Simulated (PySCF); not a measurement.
Job for PySCF: D3(BJ) and D4 dispersion corrections on CH4BClO (SMILES CB(O)Cl), a point of a torsion scan.

```python
from pyscf import gto
from pyscf.dispersion import dftd3, dftd4

mol = gto.M(
    atom='''
    C    -0.93739579   -0.09206371    0.00156199
    B     0.38367740    0.79429841    0.02290850
    O     1.54807953    0.40908020    0.55638346
    Cl    0.38067053    2.38750455   -0.65478971
    H    -1.65263380    0.24315429   -0.74307697
    H    -0.72107252   -1.14223452   -0.18549190
    H    -1.43869827   -0.03995796    0.96753355
    H     1.60286337   -0.46335576    0.94668633
    ''',
    basis='def2-svp',
    charge=0, spin=0, verbose=0, max_memory=1800)
d3, d4 = {}, {}
for xc in ['hf', 'pbe', 'blyp', 'revpbe', 'tpss', 'r2scan', 'b3lyp', 'pbe0', 'bhlyp', 'camb3lyp', 'b2plyp']:
    d3[xc] = float(dftd3.DFTD3Dispersion(mol, xc=xc, version='d3bj', atm=False).get_dispersion()['energy'])
    print(f'D3(BJ) {xc:10s} {d3[xc]:14.8f} Eh')
for xc in ['hf', 'pbe', 'blyp', 'revpbe', 'tpss', 'r2scan', 'b3lyp', 'pbe0', 'bhlyp', 'camb3lyp', 'b2plyp']:
    d4[xc] = float(dftd4.DFTD4Dispersion(mol, xc={'camb3lyp': 'cam-b3lyp'}.get(xc, xc), atm=True).get_dispersion()['energy'])
    print(f'D4     {xc:10s} {d4[xc]:14.8f} Eh')
```

Program output:

```
D3(BJ) hf            -0.04120481 Eh
D3(BJ) pbe           -0.00511791 Eh
D3(BJ) blyp          -0.01096730 Eh
D3(BJ) revpbe        -0.01308079 Eh
D3(BJ) tpss          -0.00645461 Eh
D3(BJ) r2scan        -0.00139182 Eh
D3(BJ) b3lyp         -0.00894856 Eh
D3(BJ) pbe0          -0.00441039 Eh
D3(BJ) bhlyp         -0.00698886 Eh
D3(BJ) camb3lyp      -0.00395752 Eh
D3(BJ) b2plyp        -0.00413775 Eh
D4     hf            -0.01857011 Eh
D4     pbe           -0.00497080 Eh
D4     blyp          -0.01119592 Eh
D4     revpbe        -0.01635428 Eh
D4     tpss          -0.00674494 Eh
D4     r2scan        -0.00118738 Eh
D4     b3lyp         -0.00803653 Eh
D4     pbe0          -0.00415292 Eh
D4     bhlyp         -0.00581962 Eh
D4     camb3lyp      -0.00416874 Eh
D4     b2plyp        -0.00346195 Eh
```

The run finished.

Cost: around 0.020 core-seconds (rough).
